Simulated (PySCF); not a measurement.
H₃NOSn, SMILES [NH2][Sn][OH] (connectivity only; charge and spin as stated), neutral, multiplicity 1. Geometry: B3LYP-D3(BJ)/def2-TZVP. The def2 effective core potentials stand for the cores of Sn; spin–orbit coupling is left out. The values are those of a single conformer.

Calculation: B3LYP-D3(BJ)/def2-TZVP run with PySCF 2.14.0.

Harmonic wavenumbers (cm⁻¹): 196, 287, 332, 402, 563, 583, 603, 747, 1552, 3526, 3632, 3815. Rotational constants (GHz): 9.703, 6.465, 3.880; symmetry number 1.

**Question.** Work out the zero-point energy and the ideal-gas rigid-rotor harmonic-oscillator thermochemistry at 298.15 K and 1 atm.

**Answer.** ZPE = ½ Σ hcν = ½ × 16238 cm⁻¹ = 97.13 kJ/mol. H − E(el) = 113.08 kJ/mol. Entropy in J/(mol K): translation 171.38, rotation 103.32, vibration 31.67, total 306.37. G − E(el) = 21.74 kJ/mol. Cp = 77.74 J/(mol K).
